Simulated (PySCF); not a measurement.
Working out the ionisation energy of Cr²⁺

Cr²⁺ [Ar] 3d4 (5D) → Cr³⁺ [Ar] 3d3 (4F). All numbers are calculated (PySCF 2.14, the spin-free X2C one-electron Hamiltonian (Gaussian nucleus), in x2c-SVPall). Frozen: [Ar]. Energies in hartree (1 hartree = 27.21139 eV):

```tsv
part	Cr²⁺ (lower)	Cr³⁺ (upper)
UHF	-1048.706543	-1047.597735
MP2 opposite-spin	0.000000	0.000000
MP2 same-spin	-0.021340	-0.007095
```

**Question.** What does Hartree-Fock give?

**Answer.** (-1047.597735) − (-1048.706543) = 1.108808 hartree = 30.172 eV.

**Question.** What do MP2 and SCS-MP2 (6/5 opposite-spin, 1/3 same-spin) give?

**Answer.** The opposite-spin parts differ by 0.000 eV and the same-spin parts by 0.388 eV. MP2: 30.172 + (0.000) + (0.388) = 30.560 eV. SCS-MP2: 30.172 + 1.2 × (0.000) + (0.388)/3 = 30.301 eV.

Reference: 30.959 ± 0.025 eV (measured; NIST Atomic Spectra Database, ionization energies), between the lowest levels; spin-orbit coupling is absent from the calculation.

A double-zeta basis recovers only part of the correlation energy.

What remains against the reference includes basis incompleteness, the frozen core and correlation beyond second order.
